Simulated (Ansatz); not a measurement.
Geometry optimisation, RKS revPBE-D4/def2-SVP in Ansatz.

Input:

```yaml
crystal:
  periodic: [false, false, false]
  atoms:
    - { symbol: Ge, position_ang: [-0.876504, -0.178777, 0.478318] }
    - { symbol: H, position_ang: [1.6774, 0.12659, 1.460762] }
    - { symbol: O, position_ang: [2.075682, -0.029587, 0.566473] }
    - { symbol: H, position_ang: [2.175723, -1.00121, 0.560935] }
    - { symbol: O, position_ang: [-1.320174, 1.371433, -0.375014] }
    - { symbol: H, position_ang: [-1.299296, 1.255442, -1.345596] }
    - { symbol: H, position_ang: [-0.743532, -1.102891, -0.868479] }
basis:
  gaussian: { orbitals: def2-SVP }
hamiltonian:
  xc: revpbe
  dispersion: d4
relax:
  f_tol: 0.03
  max_steps: 50
```

Run as:

```bash
$ ansatz run input.yaml --threads 1 --pin off --max-ram 2048MiB --backend cpu --events-out ev --progress --plain --runs-dir out
```

Task: Where does it end, and by what steps?

Result: The run converged. The force dipped under the threshold on the way, but the program's further checks kept it going. After 14 steps the energy has fallen by 0.181 eV; O3 moved furthest, 0.54 Å.

```json
{"step": "0", "energy less start (eV)": "0.0000", "largest force component (eV/Å)": "0.633", "accepted": "yes"}
{"step": "1", "energy less start (eV)": "-0.0409", "largest force component (eV/Å)": "1.836", "accepted": "yes"}
{"step": "2", "energy less start (eV)": "-0.0862", "largest force component (eV/Å)": "1.944", "accepted": "yes"}
{"step": "3", "energy less start (eV)": "-0.1326", "largest force component (eV/Å)": "1.250", "accepted": "yes"}
{"step": "4", "energy less start (eV)": "-0.1638", "largest force component (eV/Å)": "0.850", "accepted": "yes"}
{"step": "5", "energy less start (eV)": "-0.1405", "largest force component (eV/Å)": "0.542", "accepted": "no"}
{"step": "6", "energy less start (eV)": "-0.1770", "largest force component (eV/Å)": "0.401", "accepted": "yes"}
{"step": "7", "energy less start (eV)": "-0.1777", "largest force component (eV/Å)": "0.226", "accepted": "yes"}
{"step": "8", "energy less start (eV)": "-0.1802", "largest force component (eV/Å)": "0.074", "accepted": "yes"}
{"step": "9", "energy less start (eV)": "-0.1807", "largest force component (eV/Å)": "0.020", "accepted": "yes"}
{"step": "10", "energy less start (eV)": "-0.1803", "largest force component (eV/Å)": "0.154", "accepted": "no"}
{"step": "11", "energy less start (eV)": "-0.1810", "largest force component (eV/Å)": "0.052", "accepted": "yes"}
{"step": "12", "energy less start (eV)": "-0.1811", "largest force component (eV/Å)": "0.074", "accepted": "yes"}
{"step": "13", "energy less start (eV)": "-0.1812", "largest force component (eV/Å)": "0.032", "accepted": "yes"}
{"step": "14", "energy less start (eV)": "-0.1813", "largest force component (eV/Å)": "0.018", "accepted": "yes"}
```

```xyz
7
Properties=species:S:1:pos:R:3
Ge -0.850 -0.227 0.576
H 1.810 0.101 1.480
O 1.538 0.044 0.544
H 1.870 -0.827 0.250
O -1.195 1.315 -0.351
H -0.978 1.213 -1.297
H -0.505 -1.178 -0.725
```

Time of the run: 22 s on 1 thread of Intel(R) Xeon(R) 6975P-C (Granite Rapids), on a shared host, peak memory 0.16 GiB.
